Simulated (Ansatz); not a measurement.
Basis sets compared for the cluster W6⁺. Charge 1, multiplicity 2. Geometry PBE-D4/def2-SVP. Ansatz on 4 threads of Arm Neoverse V2 on a shared host; times are rough, and most runs start from earlier orbitals.

```
atom    x (Å)    y (Å)    z (Å)
  W1   1.2292  -0.4360  -0.7875
  W2  -0.4124   1.2450  -1.3088
  W3   1.2161  -0.6565   1.6552
  W4  -1.0590  -1.0860  -1.5326
  W5  -1.1416  -0.5347   0.8559
  W6   0.1676   1.4681   1.1177
```

In the def2 sets W takes a core potential; there is no spin–orbit coupling. At PBE0-D4/def2-SVP, PBE0-D4/def2-TZVP the charge 1 doublet is spin-contaminated (final ⟨S²⟩ up to 0.92, 0.75 for a pure state). The structure comes from a short search, and lower isomers may exist.

```
           level  functions  energy (Eh)  HOMO (eV)  LUMO (eV)  wall time
 PBE-D4/def2-SVP        192    -402.5258      -7.43      -7.12       17 s
PBE0-D4/def2-SVP        192    -402.0914      -8.04      -6.28       58 s
```

(1) Estimate the rows for PBE-D4/def2-TZVP (with forces), PBE0-D4/def2-TZVP.

## Answers

(1) 
```
                         level  functions  energy (Eh)  HOMO (eV)  LUMO (eV)  wall time
PBE-D4/def2-TZVP (with forces)        240    -402.6046      -7.39      -7.10       27 s
             PBE0-D4/def2-TZVP        240    -402.1818      -8.00      -6.22    1.9 min
```
